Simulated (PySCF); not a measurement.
Fill in the blanks.

C2H7N3Si2.
Atom-mapped SMILES: `[SiH3:1][c:2]1[n:3][n:4][cH:5][n:6]1[SiH3:7]` (hydrogens: H8, H9, H10 on Si1; H11 on C5; H12, H13, H14 on Si7)

Cartesian coordinates in Å at the GFN2-xTB level; atoms count from 1:
```
atom  x, y, z in Å
Si1    2.1552   -0.3199    0.0309
C2     0.6106    0.7210   -0.1419
N3     0.6454    1.9995   -0.3829
N4    -0.6169    2.4591   -0.4546
C5    -1.4018    1.4520   -0.2556
N6    -0.6994    0.2975   -0.0465
Si7   -1.3283   -1.3081    0.2599
H8     2.1202   -1.3696   -0.9950
H9     2.1349   -0.9576    1.3535
H10    3.3042    0.5588   -0.1301
H11   -2.4712    1.4945   -0.2506
H12   -0.8420   -1.7120    1.5763
H13   -0.8325   -2.1671   -0.8120
H14   -2.7793   -1.1486    0.2264
```

| property | level | value |
| --- | --- | --- |
| point group of the GFN2-xTB geometry | GFN2-xTB | Cs |
| rotational constants A, B, C of the GFN2-xTB geometry | GFN2-xTB | 2.121, 1.894, 1.024 GHz |
| dipole moment | CAM-B3LYP/def2-SVPD | 5.46 D |
| HOMO energy | CAM-B3LYP/def2-SVPD | ? |
| LUMO energy | CAM-B3LYP/def2-SVPD | 0.50 eV |
| lowest singlet excitation | TDDFT CAM-B3LYP/def2-SVPD | ? |
| strongest line among the 8 lowest singlet transitions | TDDFT CAM-B3LYP/def2-SVPD | S3 at 6.62 eV (187 nm, f = 0.213) |
| lowest triplet excitation (Tamm–Dancoff) | TDA CAM-B3LYP/def2-SVPD | 4.74 eV |
| static isotropic polarisability | CAM-B3LYP/def2-SVPD | ? |
| electronic spatial extent ⟨r²⟩ about the centre of nuclear charge | CAM-B3LYP/def2-SVPD | 1130 bohr² |
| 13C chemical shifts (computed TMS as zero) by class | GIAO PBE0/pcSseg-1 | ? |
| 1H chemical shifts (computed TMS as zero) by class | GIAO PBE0/pcSseg-1 | 7.99 (H11), 5.22 (H12/H13/H14), 4.73 (H8/H9/H10) ppm |
| isotropic shieldings of nuclei other than C and H, by class | GIAO PBE0/pcSseg-1 | -134 (N3), -105 (N4), 81 (N6), 406 (Si7), 437 (Si1) ppm |

Gas-phase values; electronic properties from PySCF, density fitting. Geometry: GFN2-xTB; no solvent, vibrations or thermal averaging.

Question: The static isotropic polarisability?

Answer: 91.4 au.

Question: Give the HOMO energy.

Answer: -8.81 eV.

Question: The lowest singlet excitation?

Answer: 5.56 eV (223 nm, f = 0.001).

Question: Give the 13C chemical shifts (computed TMS as zero) by class.

Answer: 152.5 (C2), 152.0 (C5) ppm.

The polarisability is 13.55 Å³ as a volume (1 au = 0.148185 Å³), or 1.34 au for each of the 68 electrons. In wavenumbers S1 is 44800 cm⁻¹ (1 eV = 8065.54 cm⁻¹). The rotational constants make it an asymmetric top with κ = (2B − A − C)/(A − C) = 0.59, nearer the oblate limit (+1).
